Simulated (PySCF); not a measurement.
Job for PySCF: R-M06-2X/def2-TZVPPD on H4OSi (SMILES O[SiH3]).

```python
from pyscf import gto, dft

mol = gto.M(
    atom='''
    O    -0.66012326   -0.55387001    2.94824951
    Si    0.19233849    0.70347333    3.62415626
    H    -1.25777793   -1.06608613    3.49886919
    H    -0.72423926    1.72104885    4.18960304
    H     0.97990921    1.27280808    2.51602778
    H     1.08482307    0.21832124    4.70272845
    ''',
    basis='def2-tzvppd',
    charge=0, spin=0, verbose=4, max_memory=1800)
mf = dft.RKS(mol, xc='m062x').density_fit(auxbasis='def2-universal-jkfit')
mf.grids.level = 4
mf.conv_tol = 1e-9
mf.max_cycle = 150
mf.kernel()
mf.dip_moment()
```

It printed:

```
PySCF version 2.14.0

[INPUT] verbose = 4
[INPUT] num. atoms = 6
[INPUT] num. electrons = 26
[INPUT] charge = 0
[INPUT] spin (= nelec alpha-beta = 2S) = 0
[INPUT] symmetry False subgroup None
[INPUT] Mole.unit = angstrom
[INPUT] Symbol           X                Y                Z      unit          X                Y                Z       unit  Magmom
[INPUT]  1 O     -0.660123260000  -0.553870010000   2.948249510000 AA   -1.247452169855  -1.046662627510   5.571384120783 Bohr   0.0
[INPUT]  2 Si     0.192338490000   0.703473330000   3.624156260000 AA    0.363467069312   1.329371929636   6.848662764028 Bohr   0.0
[INPUT]  3 H     -1.257777930000  -1.066086130000   3.498869190000 AA   -2.376855813222  -2.014610810897   6.611904514779 Bohr   0.0
[INPUT]  4 H     -0.724239260000   1.721048850000   4.189603040000 AA   -1.368613850058   3.252310973498   7.917202316245 Bohr   0.0
[INPUT]  5 H      0.979909210000   1.272808080000   2.516027780000 AA    1.851760033839   2.405258680333   4.754603425997 Bohr   0.0
[INPUT]  6 H      1.084823070000   0.218321240000   4.702728450000 AA    2.050018495910   0.412567350775   8.886868808700 Bohr   0.0

nuclear repulsion = 64.4517293467707
number of shells = 58
number of NR pGTOs = 200
number of NR cGTOs = 156
basis = def2-tzvppd
ecp = {}


******** <class 'pyscf.df.df_jk.DFRKS'> ********
method = DFRKS
initial guess = minao
damping factor = 0
level_shift factor = 0
DIIS = <class 'pyscf.scf.diis.CDIIS'>
diis_start_cycle = 1
diis_space = 8
diis_damp = 0
SCF conv_tol = 1e-09
SCF conv_tol_grad = None
SCF max_cycles = 150
direct_scf = False
XC library pyscf.dft.libxc version 7.1.2
    S. Lehtola, C. Steigemann, M. J. T. Oliveira, and M. A. L. Marques,  SoftwareX 7, 1–5 (2018)
XC functionals = m062x
    Y. Zhao and D. G. Truhlar,  Theor. Chem. Acc. 120, 215 (2008)
    Y. Zhao and D. G. Truhlar,  Theor. Chem. Acc. 120, 215 (2008)
radial grids:
    Treutler-Ahlrichs [JCP 102, 346 (1995); DOI:10.1063/1.469408] (M4) radial grids

becke partition: Becke, JCP 88, 2547 (1988); DOI:10.1063/1.454033
pruning grids: <function nwchem_prune>
grids dens level: 4
symmetrized grids: False
atomic radii adjust function: <function treutler_atomic_radii_adjust>
small_rho_cutoff = 0
Set gradient conv threshold to 3.16228e-05
Initial guess from minao.
tot grids = 120016
******** <class 'pyscf.df.df.DF'> ********
auxbasis = def2-universal-jkfit
init E= -367.027399140838
  HOMO = -0.36462975332141  LUMO = -0.0339037200803389  gap/eV = 8.99951
cycle= 1 E= -367.07589688726  delta_E= -0.0485  |g|= 0.609  |ddm|= 1.65
  HOMO = -0.278380892774953  LUMO = 0.00548634789608291  gap/eV = 7.72442
cycle= 2 E= -367.03679420252  delta_E= 0.0391  |g|= 0.79  |ddm|= 0.707
  HOMO = -0.377297328043499  LUMO = 0.000202255923102265  gap/eV = 10.27229
cycle= 3 E= -367.143634376321  delta_E= -0.107  |g|= 0.0372  |ddm|= 0.382
  HOMO = -0.373941336004475  LUMO = 0.00298666528079633  gap/eV = 10.25673
cycle= 4 E= -367.143902683203  delta_E= -0.000268  |g|= 0.00823  |ddm|= 0.0313
  HOMO = -0.374905497907009  LUMO = 0.00256175150277869  gap/eV = 10.27141
cycle= 5 E= -367.143916069537  delta_E= -1.34e-05  |g|= 0.00107  |ddm|= 0.00585
  HOMO = -0.374745813908507  LUMO = 0.002580774626376  gap/eV = 10.26758
cycle= 6 E= -367.143916434002  delta_E= -3.64e-07  |g|= 0.0003  |ddm|= 0.0014
  HOMO = -0.374772974823278  LUMO = 0.00257971345394255  gap/eV = 10.26829
cycle= 7 E= -367.14391645742  delta_E= -2.34e-08  |g|= 6.63e-05  |ddm|= 0.000401
  HOMO = -0.374765957888557  LUMO = 0.00258165158287378  gap/eV = 10.26815
cycle= 8 E= -367.143916459125  delta_E= -1.71e-09  |g|= 1.56e-05  |ddm|= 8.7e-05
  HOMO = -0.374766271797251  LUMO = 0.00258197344530231  gap/eV = 10.26817
cycle= 9 E= -367.143916459222  delta_E= -9.72e-11  |g|= 2.74e-06  |ddm|= 2.67e-05
  HOMO = -0.374766289636822  LUMO = 0.0025819420551213  gap/eV = 10.26817
Extra cycle  E= -367.143916459227  delta_E= -4.77e-12  |g|= 1.3e-06  |ddm|= 5.57e-06
converged SCF energy = -367.143916459227
Dipole moment(X, Y, Z, Debye): -0.49910, -0.16165,  1.19535
```

Self-consistency was reached.

Cost: very roughly 19 core-seconds.
